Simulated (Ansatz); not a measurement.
Calculated with Ansatz (gas phase, PBE0-D4/def2-TZVP geometries, no zero-point term in ΔE). CBS: MP2 limit from def2 TZ/QZ plus the TZ coupled-cluster correction, frozen cores. Elements past krypton have def2 core potentials. For Sb, Te outer-core shells are correlated without core-valence functions, which leaves a few kJ/mol of doubt a bond. One conformer a species, not always the lowest.

Consider the redistribution: `C=N[SiH2][TeH]` + `N[SiH2][SbH2]` → `C=N[SiH2][SbH2]` + `N[SiH2][TeH]`.

```
          species  MP2/CBS(def2) energy (Eh)
 `C=N[SiH2][TeH]`                 -652.52976
  `N[SiH2][SbH2]`                 -587.36954
`C=N[SiH2][SbH2]`                 -625.37153
   `N[SiH2][TeH]`                 -614.52893
```

**Question.** Work out ΔE.

**Answer.** ΔE = (-625.37153) + (-614.52893) − (-652.52976) − (-587.36954) = -0.00116 Eh = -0.7 kcal/mol. CCSD(T)/CBS gives -0.8 kcal/mol.

Largest T1 diagnostic among the species: 0.014.
